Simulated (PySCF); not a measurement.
Start geometry of `N[SiH](N)CC=O` from a GFN2-xTB structure with every atom displaced at random (by about 0.01 Å) (Å):
```
atom  x, y, z in Å
N1    -0.8791    1.3856   -0.5050
Si2   -0.6179   -0.0302    0.3886
N3    -1.7805   -1.2925    0.1711
C4     1.0626   -0.6734   -0.3763
C5     2.0369    0.3238   -0.0583
O6     2.2337    1.3594   -0.6603
H7    -1.6646    2.0170   -0.2998
H8    -0.0812    1.9549   -0.8065
H9    -0.4995    0.1143    1.8658
H10   -2.6636   -1.2004    0.6272
H11   -1.8731   -1.7219   -0.7168
H12    0.8865   -0.7419   -1.4405
H13    1.2441   -1.6369    0.0314
H14    2.5885    0.1272    0.8918
```

**Question.** What comes out of this run: PySCF, PBE0-D3(BJ)/def2-SVP geometry optimisation, gas phase?

**Answer.** 
```
atom  x, y, z in Å
N1    -0.7011    1.4813   -0.6007
Si2   -0.6687    0.0493    0.3441
N3    -2.0965   -0.8615    0.0659
C4     0.9601   -0.7684   -0.2457
C5     2.1225    0.1171    0.0185
O6     2.3544    1.1373   -0.5883
H7    -1.3967    2.2042   -0.4630
H8     0.1958    1.8544   -0.9046
H9    -0.5918    0.1632    1.8375
H10   -2.4633   -1.5061    0.7541
H11   -2.4275   -1.0646   -0.8693
H12    0.8269   -0.8832   -1.3345
H13    1.0773   -1.7553    0.2247
H14    2.7842   -0.1861    0.8717
```

The energy falls by 0.256 eV over 20 energy and gradient evaluations, the largest force component goes from 0.0363 to 4.1e-04 Eh/bohr, and the atoms move by 0.283 Å rms after alignment. The bond that changes most is C4–C5 (sp3 carbon bound to silicon to aldehyde carbon), which lengthens by 0.055 Å. Bonds longer at the end by more than 0.005 Å: 8 of 13; shorter: 4. Among the angles that change most is N3–Si2–C4, from 106.8° to 115.5°. Among the dihedrals that turn most is H9–Si2–N3–H10, from 53° to -26°. Rotational constants go from 5454, 1829, 1500 to 5645, 1771, 1463 MHz. The orientation of the end geometry is arbitrary; only internal coordinates are fixed.

The run used 128 basis functions and 143 SCF cycles in all. The run took 2.0 min of wall time on one thread of an Arm Neoverse V1 (shared host), and the process peaked at 0.50 GiB of memory.

PBE0-D3(BJ)/def2-SVP frequencies: not computed here. The numbers are those of one conformer.
